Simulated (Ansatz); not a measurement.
`CN(C)[CH2][AlH2]`, relaxed with RKS PBE0-D4/def2-TZVP in the Gaussian-basis code of Ansatz from a PBE-D4/def2-SVP geometry. The force threshold is 0.005 eV/Å; the program also tests the step.

Charge 0, multiplicity 1.

Start:

```xyz
15

C    -0.030   -1.220   -0.804
N     0.538   -0.022   -0.220
C     1.811   -0.289    0.425
C    -0.407    0.669    0.649
Al   -1.984    1.426   -0.282
H    -0.293   -2.007   -0.043
H     0.680   -1.676   -1.525
H    -0.957   -0.971   -1.365
H     1.723   -0.977    1.311
H     2.263    0.659    0.783
H     2.518   -0.752   -0.294
H    -0.708    0.059    1.553
H     0.095    1.565    1.092
H    -2.138    1.378   -1.879
H    -3.111    2.157    0.599
```

Question: By how much does the energy fall, and how many steps does the optimiser take? (An estimate is asked.)

Answer: Computed: 5.42 kJ/mol, in 9 steps, 1 of them rejected.

Question: Which bonds change most? (Best estimate.)

Answer: Ansatz gave: C1–H6 from 1.126 to 1.107 Å; C3–H9 from 1.125 to 1.106 Å; C4–H12 from 1.131 to 1.112 Å; C1–H8 from 1.112 to 1.094 Å.

Question: Give the relaxed structure. (Estimate.)

Answer: Computed: 
```xyz
15

C    -0.018   -1.190   -0.817
N     0.557    0.001   -0.242
C     1.795   -0.301    0.438
C    -0.385    0.687    0.622
Al   -1.988    1.399   -0.268
H    -0.315   -1.933   -0.052
H     0.699   -1.668   -1.488
H    -0.903   -0.935   -1.406
H     1.650   -0.982    1.298
H     2.247    0.620    0.812
H     2.499   -0.770   -0.253
H    -0.670    0.072    1.504
H     0.112    1.568    1.056
H    -2.216    1.286   -1.837
H    -3.064    2.148    0.633
```
